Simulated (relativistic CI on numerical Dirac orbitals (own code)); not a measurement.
**Ho²⁺: 4f valence photoemission**

Computed with this model: Dirac-Coulomb-Breit CI, KLI orbitals optimised for each configuration, model QED, valence Slater integrals scaled by 0.7, multiplet model of photoemission in the sudden approximation; configurations [Xe] 4f11 → [Xe] 4f10; 80 K; Lorentzian 0.1 eV and Gaussian 0.3 eV FWHM. Energies are those of the free ion, without screening or charge transfer. The energies are binding energies and can lie tens of eV above those of solids. S is read from ⟨S²⟩ = S(S + 1).

Computed curve for free ion, scaled to 100 at the maximum (points under 2 are left out and the grid is thinned):

(Energy (eV), Intensity): (18.4, 2.8), (18.6, 8.6), (18.7, 21.2), (18.9, 87.3), (19.0, 100.0), (19.2, 38.0), (19.3, 18.7), (19.5, 24.7), (19.7, 28.4), (19.8, 20.1), (20.0, 17.9), (20.1, 17.3), (20.3, 11.3), (20.4, 9.7), (20.6, 15.8), (20.7, 24.5), (20.9, 36.5), (21.1, 52.7), (21.2, 46.7), (21.4, 46.2), (21.5, 60.6), (21.7, 76.5), (21.8, 85.7), (22.0, 77.6), (22.2, 35.2), (22.3, 37.2), (22.5, 59.6), (22.6, 46.4), (22.8, 13.6), (22.9, 9.9), (23.1, 11.0), (23.2, 11.2), (23.4, 6.5), (23.6, 2.2), (24.8, 2.6), (25.0, 5.9), (25.1, 6.3), (25.3, 3.9), (25.4, 3.1), (25.6, 2.1)

The ground state has S = 1.47, and the centroid lies at 21.10 eV.
